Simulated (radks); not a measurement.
Species: Cu. Configuration: [Ar] 3d10 4s1.

Calculated with a radial shooting solver on a logarithmic mesh with Libxc functionals: non-relativistic Kohn-Sham, LB94 model potential, spin-polarised, spherical densities, point nucleus; open shells are filled with parallel spins first.

Energy parts (eV):
kinetic: 44828.530
electron-nucleus: -107227.076
Hartree: 19595.774
(The LB94 potential has no energy functional, so no total or exchange-correlation energy is given.)

Orbitals (lengths in bohr, moments of r in powers of bohr; r(max) is where P^2 peaks):
| orbital | occ. | eigenvalue (eV) | r(max) |
|---|---|---|---|
| 1s up | 1 | -8822.735 | 0.03488 |
| 1s down | 1 | -8822.680 | 0.03488 |
| 2s up | 1 | -1061.137 | 0.1997 |
| 2s down | 1 | -1061.117 | 0.1997 |
| 2p up | 3 | -933.8178 | 0.1592 |
| 2p down | 3 | -933.8013 | 0.1592 |
| 3s up | 1 | -116.3918 | 0.6229 |
| 3s down | 1 | -116.3049 | 0.6230 |
| 3p up | 3 | -76.9789 | 0.6238 |
| 3p down | 3 | -76.9276 | 0.6239 |
| 3d down | 5 | -11.6612 | 0.5983 |
| 3d up | 5 | -11.5431 | 0.5973 |
| 4s down | 0 | -9.2876 | 2.167 |
| 4s up | 1 | -8.8394 | 2.192 |
| 4p down | 0 | -4.4600 | 2.979 |
| 4p up | 0 | -4.2429 | 3.123 |
| 5s up | 0 | -2.2194 | 7.237 |
| 5s down | 0 | -2.1962 | 7.070 |
| 4d up | 0 | -1.2656 | 8.257 |
| 4d down | 0 | -1.2041 | 8.046 |
| 4f up | 0 | -0.6651 | 19.38 |
| 4f down | 0 | -0.6110 | 20.13 |

The highest occupied level is 4s up at -8.839 eV. The configuration is held as typed, so some empty levels lie below it. The spin density at the nucleus is 6.278 e/bohr^3 (1s 0.063, 2s 0.015, 3s 0.129, 4s 6.071), a Fermi contact field of 329 T.
